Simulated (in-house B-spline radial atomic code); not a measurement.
## Tl IX (Tl8+): [Xe] 4f13 5d5 6g1 (an excited or competing configuration)

All numbers are computed (Dirac-Hartree-Fock, average of configuration; Fermi nucleus of rms radius 5.4759 fm) with a radial B-spline atomic code at the basis-set limit, not measured.

Effective charges: Z_r = [3n² - l(l+1)]/(2<r>) from the radius, Z_e = n√(-2ε) from the energy, and Slater's rules. Values are occupation-weighted means over j. An effective charge above Z reflects the relativistic contraction of the inner shells.

```json
{"shell": "1s", "electrons": "2", "ε (eV)": "-86261", "<r> (bohr)": "0.01632", "Z_r": "91.91", "Z_e": "79.62", "Slater": "80.70"}
{"shell": "2s", "electrons": "2", "ε (eV)": "-15640", "<r> (bohr)": "0.06804", "Z_r": "88.18", "Z_e": "67.81", "Slater": "76.85"}
{"shell": "2p", "electrons": "6", "ε (eV)": "-13610", "<r> (bohr)": "0.0618", "Z_r": "80.90", "Z_e": "63.26", "Slater": "76.85"}
{"shell": "3s", "electrons": "2", "ε (eV)": "-3926.4", "<r> (bohr)": "0.1767", "Z_r": "76.41", "Z_e": "50.96", "Slater": "69.75"}
{"shell": "3p", "electrons": "6", "ε (eV)": "-3324.2", "<r> (bohr)": "0.1779", "Z_r": "70.25", "Z_e": "46.89", "Slater": "69.75"}
{"shell": "3d", "electrons": "10", "ε (eV)": "-2634.9", "<r> (bohr)": "0.1625", "Z_r": "64.61", "Z_e": "41.75", "Slater": "59.85"}
{"shell": "4s", "electrons": "2", "ε (eV)": "-1035.5", "<r> (bohr)": "0.3902", "Z_r": "61.50", "Z_e": "34.90", "Slater": "53.25"}
{"shell": "4p", "electrons": "6", "ε (eV)": "-831.62", "<r> (bohr)": "0.4134", "Z_r": "55.64", "Z_e": "31.27", "Slater": "53.25"}
{"shell": "4d", "electrons": "10", "ε (eV)": "-572.53", "<r> (bohr)": "0.4361", "Z_r": "48.16", "Z_e": "25.95", "Slater": "41.85"}
{"shell": "4f", "electrons": "13", "ε (eV)": "-293.73", "<r> (bohr)": "0.4548", "Z_r": "39.58", "Z_e": "18.59", "Slater": "30.80"}
{"shell": "5s", "electrons": "2", "ε (eV)": "-293.1", "<r> (bohr)": "0.8557", "Z_r": "43.82", "Z_e": "23.21", "Slater": "24.20"}
{"shell": "5p", "electrons": "6", "ε (eV)": "-229.49", "<r> (bohr)": "0.948", "Z_r": "38.50", "Z_e": "20.53", "Slater": "24.20"}
{"shell": "5d", "electrons": "5", "ε (eV)": "-152.16", "<r> (bohr)": "1.129", "Z_r": "30.55", "Z_e": "16.72", "Slater": "12.60"}
{"shell": "6g", "electrons": "1", "ε (eV)": "-31.44", "<r> (bohr)": "4.65", "Z_r": "9.46", "Z_e": "9.12", "Slater": "-"}
```

The least bound orbital is 6g7/2 at -31.43 eV, and it is also the most diffuse (<r> = 4.652 bohr). The part-filled 4f shell lies below the filled 5p shell in orbital energy.

Spin-orbit splittings of the orbital energies (j = l + 1/2 above j = l - 1/2 when positive): 2p 2069 eV, 3p 466 eV, 3d 98.56 eV, 4p 115.7 eV, 4d 21.93 eV, 4f 4.892 eV, 5p 23.84 eV, 5d 3.369 eV, 6g -0.01285 eV.

For the 1s electron the small component carries 9.52 % of the norm, the zero-frequency Breit interaction raises the level by 329.6 eV, self-energy by 212.8 eV, and vacuum polarisation lowers it by 44.72 eV.
